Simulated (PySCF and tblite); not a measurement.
Values are calculated unless marked as measured or tabulated.
Molecule: C7H9N, numbered as in [CH:1]#[C:2][C@H:3]1[CH:4]=[CH:5][CH2:6][NH:7][CH2:8]1.

The mean out-of-plane torsion at N7 (0° is planar) is held and the rest relaxed at GFN2-xTB. Energies: PBE0/pcSseg-1 + D3(BJ). Programs: tblite and PySCF.

Task: Give the DFT energy and dipole along the out-of-plane angle.

Result: 
```
out-of-plane angle °  E kcal/mol  dipole D
                 -42        1.85      1.18
                 -35        0.00      0.79
                 -26        1.18      0.46
                 -14        3.77      0.61
                   0        4.89      0.98
                  13        4.02      1.29
                  26        2.41      1.57
                  34        2.14      1.78
                  42        4.45      1.98
```

Task: Where is the lowest sampled point, and what does the planar form cost?

Result: At -35°; the point at 0° lies 4.89 kcal/mol above it.
